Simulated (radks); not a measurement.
All-electron atom: Au II in [Xe] 4f12 5d10 6p2 (not the ground configuration).

Calculated with a radial shooting solver on a logarithmic mesh with Libxc functionals: Dirac Kohn-Sham, LDA (Slater exchange, Perdew-Wang correlation), spin-unpolarised, spherical densities, point nucleus; open shells fill j = l - 1/2 first.

Energy parts (hartree):
part                       energy
total                 -19030.1786
kinetic                21869.3020
electron-nucleus      -47846.6040
Hartree                 7299.7044
exchange-correlation    -352.5811

Orbitals (lengths in bohr, moments of r in powers of bohr):
orbital	occ.	eigenvalue (hartree)	<r^4>
1s1/2	2	-2963.276	4.254e-07
2s1/2	2	-523.8687	0.00006199
2p1/2	2	-502.4940	0.00003683
2p3/2	4	-435.1145	0.00005707
3s1/2	2	-125.0570	0.002256
3p1/2	2	-115.4409	0.001967
3p3/2	4	-100.5785	0.002715
3d3/2	4	-84.57751	0.001801
3d5/2	6	-81.38364	0.001984
4s1/2	2	-28.37423	0.04971
4p1/2	2	-24.27304	0.05280
4p3/2	4	-20.64678	0.07192
4d3/2	4	-13.92567	0.08420
4d5/2	6	-13.24351	0.09235
5s1/2	2	-4.95599	1.201
4f5/2	6	-4.61315	0.1467
4f7/2	6	-4.46389	0.1543
5p1/2	2	-3.57046	1.657
5p3/2	4	-2.89248	2.394
5d3/2	4	-0.98747	8.108
5d5/2	6	-0.91018	9.454
6p1/2	2	-0.39657	150.4
6p3/2	0	-0.34020	223.0

The highest occupied level is 6p1/2 at -10.791 eV. The density falls to 0.001 e/bohr^3 at r = 4.38 bohr.
